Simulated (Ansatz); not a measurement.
Ansatz (a first-principles code) input (revPBE/def2-TZVPD):

Ansatz 0.2 input:
```yaml
crystal:
  periodic: [false, false, false]
  atoms:
    - {symbol: C, position_ang: [-1.54239160, 0.14966775, -0.06167306]}
    - {symbol: C, position_ang: [-0.21272039, -0.48333741, -0.22325539]}
    - {symbol: C, position_ang: [0.97966684, 0.23859983, -0.65101960]}
    - {symbol: O, position_ang: [0.89446574, -0.05956607, 0.82943703]}
    - {symbol: H, position_ang: [-2.08877611, -0.28467441, 0.77538915]}
    - {symbol: H, position_ang: [-2.11210549, -0.07007489, -0.97071802]}
    - {symbol: H, position_ang: [-1.48426528, 1.23432464, 0.03979722]}
    - {symbol: H, position_ang: [-0.16506973, -1.56499507, -0.25622852]}
    - {symbol: H, position_ang: [0.91132549, 1.29676390, -0.87149703]}
    - {symbol: H, position_ang: [1.82265005, -0.29118867, -1.07286526]}
    - {symbol: H, position_ang: [0.61318598, 0.72679204, 1.33631456]}
basis:
  gaussian:
    orbitals: def2-TZVPD
hamiltonian:
  xc: {name: revPBE}
total_charge: 1
output: {forces: true}
```

Output:

```
Functional definition: revPBE
integrals: 0.10 GiB planned
1063 factors; their error is unknown
mean field: 1.00 GiB planned
mean field evaluation 1: about -5247.5067 eV, gradient 8.8e1 eV
mean field evaluation 2: about -5225.5026 eV, gradient 1.3e2 eV
mean field evaluation 4: about -5263.5740 eV, gradient 1.5e1 eV
mean field evaluation 8: about -5263.9719 eV, gradient 2.0e-1 eV
mean field evaluation 16: about -5263.9160 eV, gradient 6.3e-4 eV
mean field -5263.91597971 eV, -193.4453442441 hartree, gradient 1.2e-5 eV, S^2 0.000000; 0 other end points of the search recorded, 0 dependent functions left out
the calculation of the forces begins
reference -5263.91603026 eV, -193.4453461016 hartree; 16, 16 occupied and 198, 198 virtual orbitals, 1063 factors
Total energy: -5263.91603026 eV, -193.4453461016 hartree
Atom 0 at    -1.542392     0.149668    -0.061673 Å, force     0.068250    -0.009502     0.034813 eV/Å
Atom 1 at    -0.212720    -0.483337    -0.223255 Å, force    -0.359491     0.012271     0.001638 eV/Å
Atom 2 at     0.979667     0.238600    -0.651020 Å, force     0.160030     0.162305    -0.180750 eV/Å
Atom 3 at     0.894466    -0.059566     0.829437 Å, force     0.393920    -0.472924     0.224228 eV/Å
Atom 4 at    -2.088776    -0.284674     0.775389 Å, force    -0.181812    -0.125994     0.218712 eV/Å
Atom 5 at    -2.112105    -0.070075    -0.970718 Å, force    -0.174413    -0.058456    -0.246594 eV/Å
Atom 6 at    -1.484265     1.234325     0.039797 Å, force    -0.018026     0.299945     0.012832 eV/Å
Atom 7 at    -0.165070    -1.564995    -0.256229 Å, force     0.022679    -0.354165    -0.003944 eV/Å
Atom 8 at     0.911325     1.296764    -0.871497 Å, force    -0.008781     0.323357    -0.081966 eV/Å
Atom 9 at     1.822650    -0.291189    -1.072865 Å, force     0.275551    -0.161610    -0.131097 eV/Å
Atom 10 at     0.613186     0.726792     1.336315 Å, force    -0.177908     0.384773     0.152127 eV/Å
Dipole moment:     0.053569     0.204797    -0.041586 e Å
```

It need not be the lowest isomer of its formula.
